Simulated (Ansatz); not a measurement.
CH8BNOSi can be A, `N[SiH2]CBO`, or B, `BN[SiH2]OC`.

Gas-phase electronic energies from Ansatz, PBE0-D4/def2-TZVP geometries. CCSD(T)/CBS adds triple-zeta CCSD(T) − MP2 to the extrapolated MP2 energy (def2 sets, frozen cores). Functionals use def2-TZVPP. One conformer a species, not always the lowest.

**Question.** Which is lower in electronic energy at CCSD(T)/CBS, and by how much? (Estimate.)

**Answer.** Computed: A, by 17.8 kJ/mol.

**Question.** Give E(B) − E(A) in kJ/mol with ωB97M-V, CCSD(T)/def2-TZVPP, CCSD/def2-TZVPP, HF/def2-TZVPP, r2SCAN-D4, PBE-D4, MP2/def2-TZVPP. (An estimate is asked.)

**Answer.** Ansatz gave: ωB97M-V 19.4, CCSD(T)/def2-TZVPP 15.5, CCSD/def2-TZVPP 13.3, HF/def2-TZVPP -7.7, r2SCAN-D4 22.5, PBE-D4 27.8, MP2/def2-TZVPP 19.9. The order is the other way round with HF/def2-TZVPP.

Largest T1 diagnostic: 0.012.

In def2-TZVPP, CCSD(T) changes the Hartree–Fock value by +23.1 kJ/mol (the triples alone add +2.2 kJ/mol) and MP2 by +27.6 kJ/mol.
